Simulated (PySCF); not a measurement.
GaO: one state, many levels of theory

State: ²Σ⁺ (doublet), unpaired electrons σ ↑. Set-up: PySCF, no relativity, basis sets Ga aug-pcseg-1, O aug-pcseg-1. De refers to Ga + O in their high-spin ground configurations, without counterpoise correction. The functionals are run spin-unrestricted. A positive dipole means Ga(−)O(+). Levels whose curve was spin-contaminated or gave no clean fit are not listed.

| Level | Re (Å) | ωe (cm⁻¹) | De (eV) | μ (D) | CPU s a point (SCF and correlation, without the integrals) |
| --- | --- | --- | --- | --- | --- |
| ROHF | 1.836 | 583 | 1.66 | -3.24 | 0.46 |
| PBE | 1.733 | 722 | 4.67 | -3.84 | 0.86 |
| BLYP | 1.752 | 687 | 4.50 | -3.83 | 0.62 |
| TPSS | 1.728 | 729 | 4.46 | -3.85 | 1.3 |
| r²SCAN | 1.716 | 743 | 4.42 | -3.84 | 1.3 |
| PBE0 | 1.727 | 704 | 4.06 | -3.99 | 1.3 |
| B97-3 | 1.738 | 686 | 4.07 | -4.04 | 0.78 |
| HSE06 | 1.731 | 694 | 4.04 | -3.93 | 1.4 |

The bond length runs from 1.716 Å (r²SCAN) to 1.836 Å (ROHF). De spans 1.66 eV (ROHF, mean field) to 4.67 eV (PBE, GGA).

Spin–orbit coupling is left out. The state was picked by a PBE0 search and need not be the measured ground state.

The whole job (state search and all levels along the bond) took about 4 min on 1 thread of Arm Neoverse V1 (shared host), peak memory 0.77 GiB.
